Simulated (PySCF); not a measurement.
Isomers of C6H11N, from PBE0-D3(BJ)/def2-SVP geometry optimisation, gas phase (PySCF 2.14.0). One conformer each, no zero-point energy, no frequencies.

Question: Which isomer lies lowest at this level?
A. `[CH3:1][CH2:2][CH2:3][CH2:4][CH2:5][C:6]#[N:7]` with C1–C2–C3–C4 180°, C2–C3–C4–C5 180°, C3–C4–C5–C6 -62°: A = 5460, B = 1122, C = 985.6 MHz, dipole 3.87 D
B. `C1[C@H]2N[C@@H](C1)CC2`: A = 3861, B = 3285, C = 2844 MHz, dipole 1.09 D
C. `[CH3:1][CH2:2][CH:3]([C:4]#[N:5])[CH2:6][CH3:7]` with C1–C2–C3–C4 -59°, C2–C3–C6–C7 -176°: A = 3532, B = 1874, C = 1323 MHz, dipole 3.83 D
D. `[CH2:1]=[C:2](/[CH:3]=[CH:4]\[CH3:5])[CH2:6][NH2:7]` with C1–C2–C3–C4 -173°, C1–C2–C6–N7 -9°, C2–C6–N7–H 173° and -69°: A = 4154, B = 1727, C = 1250 MHz, dipole 1.82 D

Answer: B. That is `C1C[C@H]2CC[C@@H]1N2`, 6.9 kcal/mol below the next.

```json
{"SMILES": "C1C[C@H]2CC[C@@H]1N2", "mapped SMILES": "[CH2:1]1[CH2:2][C@H:3]2[CH2:4][CH2:5][C@@H:6]1[NH:7]2", "E (Eh)": "-289.46728", "relative (kcal/mol)": "0.0", "relative (kJ/mol)": "0.0", "dipole (D)": "1.09"}
{"SMILES": "CCC(C#N)CC", "mapped SMILES": "[CH3:1][CH2:2][CH:3]([C:4]#[N:5])[CH2:6][CH3:7]", "E (Eh)": "-289.45629", "relative (kcal/mol)": "6.9", "relative (kJ/mol)": "28.9", "dipole (D)": "3.83"}
{"SMILES": "CCCCCC#N", "mapped SMILES": "[CH3:1][CH2:2][CH2:3][CH2:4][CH2:5][C:6]#[N:7]", "E (Eh)": "-289.45455", "relative (kcal/mol)": "8.0", "relative (kJ/mol)": "33.4", "dipole (D)": "3.87"}
{"SMILES": "C=C(/C=C\\C)CN", "mapped SMILES": "[CH2:1]=[C:2](/[CH:3]=[CH:4]\\[CH3:5])[CH2:6][NH2:7]", "E (Eh)": "-289.41517", "relative (kcal/mol)": "32.7", "relative (kJ/mol)": "136.8", "dipole (D)": "1.82"}
```

As drawn, the highest has a C=C bond outside aromatic rings, which the lowest lacks.
